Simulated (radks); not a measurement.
Te2+, configuration [Kr] 4d10 5s1.75 5p2 6s0.25 (fractional occupations, a model configuration).

Method: scalar-relativistic Kohn-Sham, TASK exchange with Perdew-Wang LDA correlation, spin-polarised, spherical densities, finite nucleus; open shells are filled with parallel spins first (spin-orbit coupling, left out, can overturn this in heavy ions); meta-GGA in the generalised Kohn-Sham scheme; Fermi nuclear charge, rms radius 4.7423 fm; computed with a radial shooting solver on a logarithmic mesh with Libxc functionals.

Energy parts (eV):
| part | energy |
|---|---|
| total | -184836.990 |
| kinetic | 193629.611 |
| electron-nucleus | -446097.463 |
| Hartree | 72364.802 |
| exchange-correlation | -4733.940 |

Orbitals (lengths in bohr, moments of r in powers of bohr; <r^-3> diverges for s and p1/2):
orbital	occ.	eigenvalue (eV)	<r>	<1/r>	<r^4>	<r^-3>
1s up	1	-31708.61	0.02784	55.54	2.885e-06	-
1s down	1	-31708.48	0.02784	55.54	2.885e-06	-
2s up	1	-4902.799	0.1200	12.72	0.0004956	-
2s down	1	-4902.762	0.1200	12.72	0.0004956	-
2p up	3	-4402.212	0.1049	12.18	0.0003577	5391
2p down	3	-4402.121	0.1049	12.18	0.0003577	5391
3s up	1	-1000.329	0.3222	4.554	0.02151	-
3s down	1	-1000.239	0.3222	4.554	0.02150	-
3p up	3	-836.8041	0.3202	4.330	0.02264	1027
3p down	3	-836.6964	0.3202	4.330	0.02263	1028
3d up	5	-588.8557	0.2968	4.089	0.02004	140.8
3d down	5	-588.7524	0.2968	4.089	0.02003	140.8
4s up	1	-191.0905	0.7681	1.816	0.6620	-
4s down	1	-190.8903	0.7684	1.815	0.6612	-
4p up	3	-139.8730	0.8241	1.660	0.9283	194.6
4p down	3	-139.6852	0.8235	1.660	0.9192	194.4
4d up	5	-64.5526	0.9715	1.370	2.181	19.70
4d down	5	-64.1104	0.9606	1.381	2.024	19.97
5s up	1	-36.3860	1.979	0.6595	28.53	-
5s down	0.75	-32.5000	1.943	0.6809	27.48	-
5p up	2	-24.8220	2.279	0.5651	51.52	23.91
6s up	0.25	-9.5940	5.077	0.2534	1165	-

The highest occupied level is 6s up at -9.594 eV. The density falls to 0.001 e/bohr^3 at r = 3.97 bohr. Summed over all electrons, <r^2> = 45.55 bohr^2, which gives a Langevin (diamagnetic) susceptibility term of -36.1 x 10^-6 cm^3/mol. The electron density at the nucleus is 2.354e+05 e/bohr^3 (large components only).

Empty levels of this run are not shown, since the potential may be unsettled where no density lies.
